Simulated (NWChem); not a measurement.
Species: C2H5ClOSi; SMILES Cl[SiH]1COC1

```xyz
10

Cl    -0.2224     2.0441     0.0000
Si     0.5311     0.1160     0.0000
C     -0.2016    -1.2127    -1.1321
O     -0.1976    -2.0952     0.0000
C     -0.2016    -1.2127     1.1321
H      2.0176     0.2208     0.0000
H      0.3899    -1.6350    -1.9591
H     -1.2260    -1.0049    -1.4966
H     -1.2260    -1.0049     1.4966
H      0.3899    -1.6350     1.9591
```
Atoms are numbered in this order, from 1.

All runs: NWChem. All runs use the structure optimised with PBE0/def2-SVP.

Question: What does the run give for LDA (Slater exchange, PW92)/def2-SVP? Quantities: highest occupied level (eV); orbital gap (eV); dipole (D).

Answer: 
* **highest occupied level (eV)**: -5.78
* **orbital gap (eV)**: 5.39
* **dipole (D)**: 0.33
